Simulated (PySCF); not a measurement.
Diatomic cations of Cs with the fifth-period p block

MP2 with double-zeta basis sets in PySCF, for the lowest determinant that a PBE0 search found; no spin–orbit coupling. De refers to high-spin ground-configuration atoms (the charge goes to the atom of lower measured ionisation energy or higher electron affinity, which is not always the lowest computed limit).

| M | basis | reference, frozen orbitals | charged atom | state (unpaired electrons) | Re (Å) | ωe (cm⁻¹) | De (eV) |
| --- | --- | --- | --- | --- | --- | --- | --- |
| In | def2-SVP | UHF, 4 | Cs+ | doublet (σ ↑) | 4.492 | 39.4 | 0.38 |
| Sn | def2-SVPD | UHF, 4 | Cs+ | triplet (σ ↑, π ↑) | 4.382 | 38.6 | 0.25 |
| Sb | def2-SVP | UHF, 4 | Cs+ | quartet (σ ↑, π ↑↑) | 4.327 | 32.2 | 0.11 |
| Te | def2-SVP | UHF, 4 | Cs+ | triplet (π ↑↑) | 4.137 | 48.3 | 0.31 |

The shortest bond is that of CsTe⁺ (4.137 Å), the longest that of CsIn⁺ (4.492 Å).

The rows differ in basis set, which adds steps of its own.

The state changes along the series, so neighbouring rows are not always alike in their bonding.

Correlated steps freeze 4 core orbitals. Weak bonds: CsIn⁺, CsSb⁺, CsSn⁺, CsTe⁺. Basis-set superposition, not corrected here, can be much of De in a small basis, most of all at correlated wavefunction levels. These are scalar-relativistic numbers at best; spin–orbit coupling would shift them, the dissociation energy most. For an ion De counts to the pair picked by the measured ionisation energies or electron affinities, which need not be the lowest pair at this level. States were picked by a PBE0 search and need not be the measured ground states.
